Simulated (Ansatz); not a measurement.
Job for Ansatz (a program for electronic structure): U-B3LYP/cc-pVTZ on BrGeH3 (SMILES [GeH3][Br]), a point of a bond scan (R = 1.226 Å).

Ansatz 0.2 input:
```yaml
crystal:
  periodic: [false, false, false]
  atoms:
    - {symbol: Ge, position_ang: [-1.14560058, 0.04679150, 0.00463248]}
    - {symbol: Br, position_ang: [1.18424243, -0.04836981, -0.00478874]}
    - {symbol: H, position_ang: [-1.46107011, 1.19641569, -0.28235053]}
    - {symbol: H, position_ang: [-1.60695799, -0.33231658, 1.41625220]}
    - {symbol: H, position_ang: [-1.64237120, -0.95588990, -1.04278950]}
basis:
  gaussian:
    orbitals: cc-pVTZ
hamiltonian:
  xc: {name: B3LYP}
magnetization: {spin_polarized: true, initial_magnetization: 0}
```

Program output:

```
WARN ansatz: RAYON_NUM_THREADS=1 ignored (pool sized by the plan → 1); use --threads N
Functional definition: B3LYP
integrals: 0.06 GiB planned
998 factors; their error is unknown
mean field: 0.83 GiB planned
mean field evaluation 1: about -126616.7316 eV, gradient 1.2e1 eV
mean field evaluation 2: about -126617.0935 eV, gradient 8.6e0 eV
mean field evaluation 4: about -126617.2426 eV, gradient 3.6e-1 eV
mean field evaluation 8: about -126617.5828 eV, gradient 4.2e-2 eV
mean field -126617.58282854 eV, -4653.1103444687 hartree, gradient 7.7e-6 eV, S^2 0.000000; 0 other end points of the search recorded, 0 dependent functions left out
reference -126617.58305054 eV, -4653.1103526270 hartree; 35, 35 occupied and 93, 93 virtual orbitals, 998 factors
Total energy: -126617.58305054 eV, -4653.1103526270 hartree
```

The run converged.

Cost: roughly 5 core-seconds.
